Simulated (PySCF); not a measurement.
A GIAO shielding run with PySCF (density fitting, non-relativistic, gas phase) on SMILES C#CC[C@H](CC#CC)N[SiH3], C₈H₁₃NSi:

```
$ OMP_NUM_THREADS=1 python probes_run.py task.json out

{"job": {"kind": "nmr", "xc": "PBE0", "basis": "pcSseg-1"}, "charge": 0, "multiplicity": 1}
C     -2.398628    -0.745569     2.627770
C     -1.659804    -0.264965     1.818763
C     -0.755780     0.288668     0.834832
C     -0.368785    -0.751768    -0.221538
C      0.704909    -0.161298    -1.163962
C      1.935139     0.150016    -0.465128
C      2.943366     0.394171     0.135736
C      4.170666     0.697398     0.840841
N     -1.524954    -1.197248    -0.960354
Si    -2.806716    -0.223593    -1.561783
H     -3.050825    -1.156026     3.339188
H      0.155271     0.634233     1.332403
H     -1.230920     1.142546     0.344998
H      0.065345    -1.620260     0.295632
H      0.305658     0.744077    -1.630623
H      0.916672    -0.885796    -1.956766
H      3.947494     1.032242     1.853713
H      4.714901     1.485974     0.321111
H      4.800322    -0.190592     0.894698
H     -1.340126    -2.059540    -1.448112
H     -3.569708    -1.140802    -2.404824
H     -2.358922     0.924837    -2.372689
H     -3.599326     0.289398    -0.443828
```

Hardware: 1 thread of an Arm Neoverse N1, shared host. The job also computes population analyses, field gradients.

Q: How large is the calculation?

A: 82 electrons, 242 basis functions and 1267 auxiliary functions.

Q: How long does it take, and how much memory does it need?

A: 110 s of wall time, with 14 SCF cycles and 5 response iterations; peak memory 1.2 GiB. Times on a shared host scatter by some tens of per cent.
